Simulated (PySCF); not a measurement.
Static response to an electric field

C₆H₇NOSi.
Geometry (GFN2-xTB, Å), atoms numbered from 1 in this order:
```
atom  x, y, z in Å
O1    -2.8024    1.4648   -0.7017
C2    -2.7863    0.6197    0.1571
Si3   -1.6770   -0.9467    0.0388
C4     0.1062   -0.3172    0.0012
C5     0.4560    0.8031   -0.7510
C6     1.7798    1.2119   -0.7770
N7     2.7454    0.5935   -0.1189
C8     2.4217   -0.4661    0.6015
C9     1.1300   -0.9587    0.6951
H10   -3.4221    0.7563    1.0582
H11   -1.9167   -1.7765    1.2213
H12   -1.9932   -1.6344   -1.2134
H13   -0.2950    1.3520   -1.2987
H14    2.0859    2.0770   -1.3510
H15    3.2399   -0.9409    1.1281
H16    0.9202   -1.8287    1.2990
```

Level: B3LYP/def2-SVPD (PySCF), static field, nuclei fixed, core orbitals frozen in the response. The polarisability tensor in these axes (au):

```
x   128.85   1.74   2.22
y     1.74  98.99 -18.00
z     2.22 -18.00  83.85
```

Task: Diagonalise the tensor; give its mean and Δα, where Δα² is half the sum of the squared differences of the eigenvalues.

Result: Principal values 71.76, 110.94 and 129.00 au; mean 103.90 au = 15.40 Å³ = 17.13 × 10⁻⁴⁰ C²·m²/J; Δα = 50.68 au (49 % of the mean).

Task: What is the dipole moment, and where does it point?

Result: (-1.37, -2.23, 1.47) D, 3.00 D in size, pointing from the negative to the positive side. Measured along this direction, the outermost atoms are H14 at the negative end and H11 at the positive end.

Task: Form Σ f/ω² (atomic units) for the 8 lowest TDDFT singlets, given as eV and f, and set it beside the mean polarisability, which is this sum over all singlets: 3.11, 0.0038; 4.21, 0.0095; 4.65, 0.0023; 4.68, 0.0051; 4.89, 0.0001; 4.98, 0.0418; 5.32, 0.0257; 5.38, 0.0120.

Result: They add up to 3.17 au, 3.1 % of the 103.90 au; the largest single term is 1.25 au, from the state at 4.98 eV. Terms in order: 0.29, 0.40, 0.08, 0.17, 0.00, 1.25, 0.67, 0.31 au. Higher excitations give the rest. The strengths listed sum to 0.100.

Task: Orientational against electronic polarisability at 273 K (dilute gas, rigid molecules)?

Result: In Gaussian units μ²/3kT = 79.52 Å³ against 15.40 Å³, a ratio of 5.16; the Debye molar polarisation (4π/3)N_A(α + μ²/3kT) is 239.4 cm³/mol, leaving out the vibrational part.

Task: Give the principal axes and the span of the nuclei along them.

Result: Largest value along (1.00, 0.04, 0.03), where the nuclei span 6.59 Å; middle along (-0.01, 0.83, -0.55), 4.70 Å; least along (-0.05, 0.55, 0.83), 3.28 Å. The response follows the extents in order.

Task: Traceless (Buckingham) quadrupole moment about the centre of nuclear charge: eigenvalues?

Result: -9.23, 1.84, 7.39 D·Å. The values depend on the origin, since the dipole doesn't vanish. The electronic extent ⟨r²⟩ about the same centre is 1554 bohr², a root-mean-square distance of 2.46 Å for the 72 electrons.

Task: Rayleigh depolarisation ratio (linearly polarised light, static tensor)?

Result: ρ = 3Δα²/(45ᾱ² + 4Δα²) = 7705.7/(485786 + 10274.2) = 0.0155.

Isolated species at its GFN2-xTB geometry (one conformer only).
